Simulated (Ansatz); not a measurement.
Geometry optimisation, RKS BLYP-D4/STO-3G (Ansatz 0.2.0).

Input file:

```yaml
crystal:
  periodic: [false, false, false]
  atoms:
    - { symbol: C, position_ang: [-0.4305, -0.5586, 1.6994] }
    - { symbol: B, position_ang: [-0.1265, -0.0116, 0.2283] }
    - { symbol: Si, position_ang: [1.0142, -0.6154, -1.2033] }
    - { symbol: S, position_ang: [0.7255, 0.894, -2.639] }
    - { symbol: Al, position_ang: [-0.7224, 1.6018, -1.0] }
    - { symbol: F, position_ang: [-1.86, 3.0084, -0.7866] }
    - { symbol: H, position_ang: [-0.1929, 0.2766, 2.4277] }
    - { symbol: H, position_ang: [-1.5262, -0.7158, 1.7399] }
    - { symbol: H, position_ang: [0.1013, -1.4175, 1.9549] }
    - { symbol: H, position_ang: [2.4563, -0.5784, -0.7417] }
    - { symbol: H, position_ang: [0.6268, -1.9404, -1.659] }
basis:
  gaussian: { orbitals: STO-3G }
hamiltonian:
  xc: blyp
  dispersion: d4
relax:
  f_tol: 0.02
  max_steps: 40
scf:
  lower_state_search: "off"
output:
  orbitals: {}
```

Run as:

```bash
$ ansatz run input.yaml --threads 1 --pin off --max-ram 2048MiB --backend cpu --events-out ev --progress --plain --runs-dir out
```

Q: Where does it end, and by what steps?

A: The run converged. Limits of this set-up: minimal basis. After 5 steps the energy has fallen by 1.031 eV; F6 moved furthest, 0.27 Å.

```csv
step,energy less start (eV),largest force component (eV/Å),accepted
0,0.0000,3.601,yes
1,-0.8634,1.875,yes
2,-0.9479,1.259,yes
3,-1.0274,0.173,yes
4,-1.0308,0.053,yes
5,-1.0312,0.015,yes
```

```xyz
11
Properties=species:S:1:pos:R:3
C -0.465 -0.516 1.714
B -0.175 0.042 0.263
Si 1.049 -0.615 -1.176
S 0.564 1.008 -2.540
Al -0.725 1.587 -0.928
F -1.708 2.911 -0.983
H -0.227 0.258 2.479
H -1.552 -0.720 1.839
H 0.080 -1.440 1.998
H 2.482 -0.652 -0.876
H 0.743 -1.920 -1.770
```

Whether the end is a true minimum wasn't checked by a vibrational analysis.

Run time: 19 s on 1 thread of Intel(R) Xeon(R) Platinum 8375C CPU @ 2.90GHz (Ice Lake), with other jobs on the host, peak memory 0.21 GiB.
